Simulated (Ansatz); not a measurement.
Mulliken charges of BH5OSn (`[BH2][SnH2][OH]`) from r2SCAN/def2-TZVPP in Ansatz (PBE0-D4/def2-TZVP geometry).

```json
{"atom": "B1", "x (Å)": "-1.077", "y (Å)": "0.578", "z (Å)": "-1.003", "charge (e)": "-0.145"}
{"atom": "Sn2", "x (Å)": "0.664", "y (Å)": "0.225", "z (Å)": "0.373", "charge (e)": "0.753"}
{"atom": "O3", "x (Å)": "0.900", "y (Å)": "-1.708", "z (Å)": "0.728", "charge (e)": "-0.576"}
{"atom": "H4", "x (Å)": "-1.843", "y (Å)": "-0.302", "z (Å)": "-1.258", "charge (e)": "0.026"}
{"atom": "H5", "x (Å)": "-1.263", "y (Å)": "1.655", "z (Å)": "-1.483", "charge (e)": "0.025"}
{"atom": "H6", "x (Å)": "0.445", "y (Å)": "0.995", "z (Å)": "1.893", "charge (e)": "-0.140"}
{"atom": "H7", "x (Å)": "2.190", "y (Å)": "0.647", "z (Å)": "-0.258", "charge (e)": "-0.125"}
{"atom": "H8", "x (Å)": "0.078", "y (Å)": "-2.148", "z (Å)": "0.953", "charge (e)": "0.182"}
```

**Question.** By hand: the dipole of these point charges (1 e Å = 4.8032 D).

**Answer.** Σ q r = (-0.264, 0.492, -0.122) e Å, of length 0.572 e Å = 2.75 D.

**Question.** How does the dipole of the full density compare? (Best estimate.)

**Answer.** Computed: (-0.395, 0.244, -0.112) e Å, 2.29 D; the point charges give 1.20 times that, at 29° from its direction.

Point charges leave out the atoms' own dipoles, such as those of lone pairs, and Mulliken's split depends on the basis, so the two needn't agree.
